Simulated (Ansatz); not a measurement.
System: sum formula HBO, charge 1, multiplicity 2. 
Structure (B3LYP-D3(BJ)/def2-TZVP (Ansatz, a quantum-chemistry and plane-wave program) minimum search):
```xyz
3

B      0.0000     0.0000    -0.8499
O      0.0000     0.0000     0.3642
H      0.0000     0.0000     1.3361
```
Charge +1, spin multiplicity 2.

Basis-set convergence of Hartree-Fock and MP2 correlation energies (hartree) with Ansatz. Correlated levels leave the core frozen unless marked. UHF or UKS for open shells. Spin-orbit coupling is left out. Non-relativistic.

```json
[
 {"basis": "cc-pVDZ", "functions": "33", "E(HF)": "-99.79662", "E(corr, MP2)": "-0.22409"},
 {"basis": "cc-pVTZ", "functions": "74", "E(HF)": "-99.83102", "E(corr, MP2)": "-0.27988"},
 {"basis": "cc-pVQZ", "functions": "140", "E(HF)": "-99.83879", "E(corr, MP2)": "-0.30176"}
]
```

Extrapolating the two largest sets (X = 3 and 4) as X^-3: E(corr) = (64·(-0.30176) - 27·(-0.27988))/37 = -0.3177 Eh, an estimate of the basis-set limit. The largest set recovers 95.0 % of it, the smallest 70.5 %.
